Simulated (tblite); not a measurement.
Input of a run (GFN2-xTB geometry optimisation, gas phase (tblite 0.8.0)), started from a force field or distance geometry:
```
{"job": {"kind": "relax", "xc": "GFN2-xTB", "basis": "xTB"}, "charge": 0, "multiplicity": 2}
C      3.332800    -0.409400     0.125900
C      2.129000    -0.246200     0.072000
C      0.718300    -0.070400     0.030900
C     -0.083500    -1.210300    -0.127000
C     -1.476100    -1.129400    -0.172200
C     -2.094700     0.117500    -0.097800
C     -1.313600     1.273800     0.046300
C      0.088500     1.193000     0.116500
S      0.984300     2.758500     0.303600
H      4.377800    -0.498100     0.175700
H      0.388900    -2.194300    -0.186500
H     -2.077300    -2.028300    -0.290800
H     -3.175400     0.204700    -0.131300
H     -1.799800     2.238600     0.112500
```

Output (eV, eV/Å):
```
step      E/eV     max force
  0    -620.43998    1.833
  1    -620.47604    3.381
  2    -620.54565    0.982
  3    -620.57222    0.569
  4    -620.58508    0.264
  5    -620.59263    0.204
  6    -620.59536    0.176
  7    -620.59835    0.152
  8    -620.60090    0.145
  9    -620.60276    0.099
 10    -620.60352    0.062
 11    -620.60392    0.068
 12    -620.60431    0.068
 13    -620.60469    0.052
 14    -620.60493    0.047
 15    -620.60506    0.032
 16    -620.60517    0.040
 17    -620.60531    0.040
 18    -620.60546    0.041
 19    -620.60561    0.038
 20    -620.60579    0.050
 21    -620.60606    0.058
 22    -620.60643    0.060
 23    -620.60679    0.058
 24    -620.60705    0.057
 25    -620.60723    0.052
 26    -620.60741    0.037
 27    -620.60758    0.030
 28    -620.60769    0.019
 29    -620.60773    0.014
 30    -620.60775    0.010
 31    -620.60776    0.007
```

Q: Summarise the run.

A: The energy falls by 16.2 kJ/mol over 31 L-BFGS steps, the largest force on an atom goes from 1.83 to 0.007 eV/Å, and the atoms move by 0.063 Å rms after alignment. The bond that changes most is C8–S9 (ends: carbon bonded to 2 C and S; sulfur bonded to C), which shortens by 0.097 Å. Bonds longer at the end by more than 0.005 Å: 0 of 14; shorter: 9. Among the angles that change most is C7–C8–S9, from 116.6° to 120.0°. The energy never rose by more than 1e-5 eV on the way. The first step brought 21 % of the lowering.

Q: What are the final bond lengths?

A: C1≡C2 1.202 Å, C2–C3 1.410 Å, C3–C4 1.393 Å, C4–C5 1.382 Å, C5–C6 1.393 Å, C6–C7 1.376 Å, C7–C8 1.401 Å, C8–S9 1.717 Å, C3–C8 1.415 Å, C1–H10 1.049 Å, C4–H11 1.080 Å, C5–H12 1.080 Å, C6–H13 1.080 Å, C7–H14 1.079 Å. Numbering counts from 1 in the input's order; the species is `c1cc([S])c(cc1)C#C` [radical].

The run took 0.2 s of wall time on one thread of an Arm Neoverse V2, no GPU, on a shared host.

Its GFN2-xTB frequencies are all real (lowest 98 cm⁻¹).

The numbers are calculated, not measured.
